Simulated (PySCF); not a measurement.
**GeSe: one state, many levels of theory**

State: ¹Σ⁺ (singlet), closed shell. Set-up: basis Ge x2c-TZVPPall, Se x2c-TZVPPall; spin-free X2C with a Gaussian nucleus; PySCF 2.14. De refers to Ge + Se in their high-spin ground configurations, without counterpoise correction. A positive dipole means Ge(−)Se(+).

```tsv
Level	Re (Å)	ωe (cm⁻¹)	De (eV)	μ (D)	CPU s a point (SCF and correlation, without the integrals)
RHF	2.119	441	2.74	-2.48	0.61
RHF-MP2	2.136	415	5.22	n/a	0.97
RHF-SCS-MP2	2.139	414	5.05	n/a	n/a
RHF-CCSD	2.132	423	4.72	n/a	n/a
RHF-CCSD(T)	2.147	405	5.04	n/a	21
PBE	2.162	390	5.42	-1.77	2.2
BLYP	2.180	376	5.28	-1.86	1.2
BP86	2.163	388	5.44	-1.80	1.2
r²SCAN	2.138	409	5.26	-1.77	2.6
r²SCANh	2.131	415	5.13	-1.83	3.2
B3LYP	2.152	400	5.09	-1.98	3.1
PBE0	2.135	415	5.08	-1.93	4
LC-ωPBE	2.098	448	4.63	-2.05	3.9
```

Measured (Huber and Herzberg, Constants of Diatomic Molecules (1979)): Re = 2.134629 Å, ωe = 408.7 cm⁻¹.

The bond length runs from 2.098 Å (LC-ωPBE) to 2.180 Å (BLYP). De spans 2.74 eV (RHF, mean field) to 5.44 eV (BP86, GGA). Correlation at CCSD(T) changes the Hartree–Fock bond energy by +2.30 eV; the triples alone change it by +0.32 eV.

Correlated steps freeze 18 core orbitals. Where the molecule has an RHF reference, its open-shell atoms are computed with UHF.

The whole job (state search and all levels along the bond) took about 4.9 min on 2 threads of Intel Xeon Platinum 8488C (shared host), peak memory 2.5 GiB.
